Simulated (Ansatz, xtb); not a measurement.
**A geometry optimisation of BGaH4Si2 with r2SCAN-D4/def2-SVP**

The starting geometry of this gas-phase singlet was built from a drawn formula by distance geometry; its bonds are those of `B#[Si][GaH][SiH3]`.

```xyz
8

B    -3.7254   -3.9062    3.5715
Ga    0.1844   -2.8764    2.7055
Si   -2.1178   -3.4889    3.1888
Si    0.1969   -1.8576    0.3498
H     0.8667   -2.6487    3.8681
H    -0.9888   -1.2150    0.5966
H     1.4431   -1.2127    0.5760
H     0.2252   -3.0973   -0.4617
```

Question: Where would you expect an optimisation with r2SCAN-D4/def2-SVP to take it?

Answer: It rearranges, giving a structure given below by its coordinates. Contacts that open: Ga2–H5 (1.37 → 3.01 Å). Contacts that close: B1–Ga2 (4.13 → 2.23 Å), B1–H5 (4.77 → 1.20 Å).

The energy falls by 6.03 eV over 36 steps:

```
step  E − E(last) (eV)
   1             6.032
   5             3.909
   9             3.302
  13             2.632
  17             2.256
  20             0.558
  24             0.009
  28             0.001
  32             0.000
  36             0.000
```

Final geometry (Å):

```xyz
8

B    -1.3107   -3.4612    4.1056
Ga   -1.2352   -2.8875    1.9520
Si   -2.8514   -3.8709    3.1853
Si    0.2208   -1.8730    0.3351
H    -0.3566   -3.2408    4.8044
H    -0.4089   -0.6495   -0.2473
H     1.4906   -1.4878    1.0258
H     0.5357   -2.8322   -0.7664
```

From the same start GFN2-xTB ends elsewhere, differing in B1–Ga2 (4.14 against 2.23 Å here), B1–H5 (3.41 against 1.20 Å here).

The end wasn't checked by frequencies. Run with Ansatz 0.2.0, 98 s on 1 thread of Intel(R) Xeon(R) 6975P-C (Granite Rapids), with other jobs on the host.
